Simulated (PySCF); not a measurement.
## MnH₇, singlet: computed properties

These are results of PySCF, PBE0, basis Mn def2-TZVP, H def2-TZVP (no relativity, density fitting), not measurements.

The structure is a minimum.

```json
{
 "Point group": "C1",
 "Bond lengths": "H–H 0.868 Å, H–H 0.886 Å (×2), Mn–H 1.575 Å, Mn–H 1.579 Å, Mn–H 1.584 Å, Mn–H 1.613 Å, Mn–H 1.627 Å, Mn–H 1.644 Å, Mn–H 1.669 Å",
 "Bond angles": "H–H–Mn 71.3°, H–H–Mn 71.8°, H–H–Mn 73.2°, H–H–Mn 76.0°, H–H–Mn 76.5° (×2), H–Mn–H 30.4°, H–Mn–H 32.1° (×2), H–Mn–H 64.2°, H–Mn–H 71.0°, H–Mn–H 73.3°, H–Mn–H 81.7°, H–Mn–H 85.3° (×2), H–Mn–H 88.8°, H–Mn–H 94.3° (×2), H–Mn–H 95.7°, H–Mn–H 97.3°, H–Mn–H 102.9°, H–Mn–H 105.5°, H–Mn–H 112.8°, H–Mn–H 116.2°, H–Mn–H 126.0°, H–Mn–H 161.3°, H–Mn–H 163.5°",
 "Principal quadrupole moments (Buckingham, traceless) about the centre of mass": "-4.98, 2.28, 2.71 D Å",
 "Enthalpy at 298.15 K above 0 K": "14.41 kJ/mol",
 "Heat capacity Cp at 298.15 K": "72.4 J/(mol K)",
 "Highest occupied level": "-6.08 eV",
 "Lowest empty level": "-1.40 eV",
 "Zero-point energy": "141.4 kJ/mol",
 "Rotational constants": "1.764, 1.308, 1.228 cm⁻¹",
 "Rotational symmetry number": "1",
 "Principal polarisabilities": "32.3, 35.7, 53.0 bohr³",
 "Atomisation energy without zero-point energy": "1375 kJ/mol",
 "Dipole moment": "1.94 D",
 "Entropy at 298.15 K and 1 bar": "263.4 J/(mol K)"
}
```

Harmonic modes (masses in u: Mn 54.938, H 1.008):
```json
{"symmetry": "a", "ω (cm⁻¹)": "148", "IR (km/mol)": "1.6"}
{"symmetry": "a", "ω (cm⁻¹)": "550", "IR (km/mol)": "55.9"}
{"symmetry": "a", "ω (cm⁻¹)": "561", "IR (km/mol)": "14.4"}
{"symmetry": "a", "ω (cm⁻¹)": "593", "IR (km/mol)": "28.1"}
{"symmetry": "a", "ω (cm⁻¹)": "637", "IR (km/mol)": "78.4"}
{"symmetry": "a", "ω (cm⁻¹)": "663", "IR (km/mol)": "40.1"}
{"symmetry": "a", "ω (cm⁻¹)": "724", "IR (km/mol)": "31.4"}
{"symmetry": "a", "ω (cm⁻¹)": "764", "IR (km/mol)": "7.8"}
{"symmetry": "a", "ω (cm⁻¹)": "1113", "IR (km/mol)": "141"}
{"symmetry": "a", "ω (cm⁻¹)": "1152", "IR (km/mol)": "116"}
{"symmetry": "a", "ω (cm⁻¹)": "1178", "IR (km/mol)": "103"}
{"symmetry": "a", "ω (cm⁻¹)": "1784", "IR (km/mol)": "30.3"}
{"symmetry": "a", "ω (cm⁻¹)": "1847", "IR (km/mol)": "276"}
{"symmetry": "a", "ω (cm⁻¹)": "1924", "IR (km/mol)": "16.0"}
{"symmetry": "a", "ω (cm⁻¹)": "1963", "IR (km/mol)": "3.4"}
{"symmetry": "a", "ω (cm⁻¹)": "2613", "IR (km/mol)": "197"}
{"symmetry": "a", "ω (cm⁻¹)": "2667", "IR (km/mol)": "168"}
{"symmetry": "a", "ω (cm⁻¹)": "2768", "IR (km/mol)": "419"}
```

Charges (e):
```json
{"atom": "Mn1", "Mulliken": "-0.36", "Löwdin": "-0.61", "polar tensor": "-0.39", "Mayer order to Mn1": "–"}
{"atom": "H2", "Mulliken": "0.10", "Löwdin": "0.13", "polar tensor": "0.15", "Mayer order to Mn1": "0.46"}
{"atom": "H3", "Mulliken": "-0.07", "Löwdin": "-0.08", "polar tensor": "-0.24", "Mayer order to Mn1": "0.86"}
{"atom": "H4", "Mulliken": "0.11", "Löwdin": "0.14", "polar tensor": "0.15", "Mayer order to Mn1": "0.47"}
{"atom": "H5", "Mulliken": "0.04", "Löwdin": "0.11", "polar tensor": "0.03", "Mayer order to Mn1": "0.47"}
{"atom": "H6", "Mulliken": "0.04", "Löwdin": "0.09", "polar tensor": "0.05", "Mayer order to Mn1": "0.45"}
{"atom": "H7", "Mulliken": "0.10", "Löwdin": "0.12", "polar tensor": "0.22", "Mayer order to Mn1": "0.41"}
{"atom": "H8", "Mulliken": "0.03", "Löwdin": "0.11", "polar tensor": "0.04", "Mayer order to Mn1": "0.46"}
```
Other Mayer orders above 0.3: H–H 0.51 (×3).

Mulliken populations on Mn1: s 6.51, p 12.52, d 6.33, f 0.00.

Outer orbital energies (eV). occupied: -14.55, -12.74, -12.56, -7.59, -6.59, -6.24, -6.08; empty: -1.40, -1.10, 1.29, 1.57.

Stability towards spin polarisation was not tested. Only a few start shapes were tried, so a lower isomer may exist.

The final relaxation and frequency run took roughly 7 core-minutes on a shared host.
